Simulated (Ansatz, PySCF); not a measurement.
CH$_{3}$BeClO, singlet, geometry from GFN2-xTB (such geometries of metal compounds can be far from the true shape), atoms displaced at random by about 0.03 Å a coordinate. Base run: PBE/6-31G, gradient (PySCF).

Here is a job for PySCF.
```python
from pyscf import gto, scf, dft

mol = gto.M(
    atom='''
Be    0.079374    0.077272    0.130032
Cl    1.091313    0.347310    1.560109
O    -0.649731   -0.227130   -0.936123
C    -1.403519   -0.559682   -2.081598
H    -1.473578    0.314389   -2.734153
H    -1.019201   -1.447136   -2.613108
H    -2.500804   -0.849724   -1.717742
''',
    basis='6-31g',
    charge=0,
    spin=0,
    verbose=3,
)

mf = dft.RKS(mol)
mf.xc = 'pbe'
mf.kernel()
g = mf.nuc_grad_method()
grad = g.kernel()
```

Programs used: Ansatz (an electronic-structure program), PySCF; a row that names a program was run with it.

The coordinate followed is y of atom 7.

The base run was repeated with changes; each row names its change, and settings that it needs were set with it.

```csv
change,dE/dx (Eh/bohr),net force (Eh/bohr)
base,-0.011078,0.000314
finite difference step (bohr) = 0.01; conv_tol = 1e-11,-0.011077,-
conv_tol = 1e-6,-0.011078,0.000314
grids.level = 0; grid_response = on,-0.012101,0.000000
finite difference step (bohr) = 1e-5; conv_tol = 1e-11,-0.011077,-
grids.level = 5; grid_response = on,-0.011078,0.000000
grids.level = 5; grid_response = off,-0.011078,0.000006
grids.level = 1; grid_response = on,-0.011073,0.000000
grids.level = 1; grid_response = off,-0.011069,0.000782
finite difference step (bohr) = 1e-3; conv_tol = 1e-11,-0.011077,-
finite difference step (bohr) = 0.05; conv_tol = 1e-11,-0.011081,-
code = ansatz,-0.011078,0.000000
```

The net force is zero for an exact gradient.
